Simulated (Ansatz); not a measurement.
Basis-set series for `FC[S][InH2]`. Charge 0, multiplicity 1. In takes the def2 core potential. All single points use the PBE0-D4/def2-TZVP geometry. It is one conformer, not always the lowest.

```
functional       basis  functions  energy (Eh)  HOMO (eV)  LUMO (eV)
   PBE0-D4  def2-TZVPP        210   -728.47498      -7.34      -1.77
   PBE0-D4  def2-QZVPP        386   -728.49625      -7.37      -1.79
   ωB97M-V  def2-TZVPP        210   -728.62870      -9.51      -0.27
   ωB97M-V  def2-QZVPP        386   -728.64929      -9.54      -0.32
```

(1) Give the rows for def2-SVP. (Estimate.)

Results:

(1) Ansatz gave: 
```csv
functional,basis,functions,energy (Eh),HOMO (eV),LUMO (eV)
PBE0-D4,def2-SVP,92,-728.15746,-7.26,-1.68
ωB97M-V,def2-SVP,92,-728.30623,-9.38,-0.08
```
